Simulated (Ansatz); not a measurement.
One change: `[O]=[W]([OH])([OH])([F])[Cl]` becomes `[O]=[W]([OH])([OH])([Cl])[Cl]`.

Ansatz, PBE0-D4/def2-TZVP geometries, multiplicity 1. Each molecule was computed in one conformer, which needn't be the lowest.

Elements past krypton have def2 core potentials.

| property | `[O]=[W]([OH])([OH])([F])[Cl]` |
| --- | --- |
| HOMO energy (B3LYP/def2-TZVPP) / eV | -8.97 |
| size of the dipole moment (B3LYP/def2-TZVPP) / D | 2.15 |
| HOMO energy (ωB97M-V/def2-TZVPP) / eV | -11.53 |
| LUMO energy (PBE/def2-TZVPP) / eV | -4.06 |
| HOMO–LUMO gap (PBE/def2-TZVPP) / eV | 3.69 |
| HOMO–LUMO gap (PBE0/def2-TZVPP) / eV | 5.89 |

What does the change do to each property? (Estimate.)

Ansatz gave: 
| property | `[O]=[W]([OH])([OH])([Cl])[Cl]` | shift |
| --- | --- | --- |
| HOMO energy (B3LYP/def2-TZVPP) / eV | -8.61 | 0.36 |
| size of the dipole moment (B3LYP/def2-TZVPP) / D | 2.53 | 0.38 |
| HOMO energy (ωB97M-V/def2-TZVPP) / eV | -11.18 | 0.35 |
| LUMO energy (PBE/def2-TZVPP) / eV | -4.07 | -0.01 |
| HOMO–LUMO gap (PBE/def2-TZVPP) / eV | 3.34 | -0.35 |
| HOMO–LUMO gap (PBE0/def2-TZVPP) / eV | 5.51 | -0.38 |

Dipoles are sizes alone; their direction can turn.

B3LYP here is the variant with VWN-RPA as its local correlation; programs differ in this.
